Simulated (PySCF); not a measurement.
Ionisation energy along the 12-electron series

Calculated with PySCF 2.14 and a two-component X2C-1e Hamiltonian (Gaussian nucleus, no Breit or QED terms), each ion in its own even-tempered basis scaled to its charge; GMP2 freezes 1s2 and drops the highest virtual spinors. Values in eV. NIST values: (m) measured, (s) semi-empirical, (t) theoretical.

```tsv
ion	configuration	GHF (spin-free)	GHF (screened spin-orbit)	GMP2 (screened spin-orbit)	NIST
La⁴⁵⁺	[Ne] 3s2	3705.6	3705.4	3709.0	3704 ± 4 (t)
Pr⁴⁷⁺	[Ne] 3s2	4032.2	4032.0	4035.6	4030 ± 4 (t)
```

Problem. Fill in the row of Ce⁴⁶⁺.

Solution. configuration: [Ne] 3s2; GHF (spin-free): 3866.9; GHF (screened spin-orbit): 3866.7; GMP2 (screened spin-orbit): 3870.3; NIST: 3865 ± 4 (t).
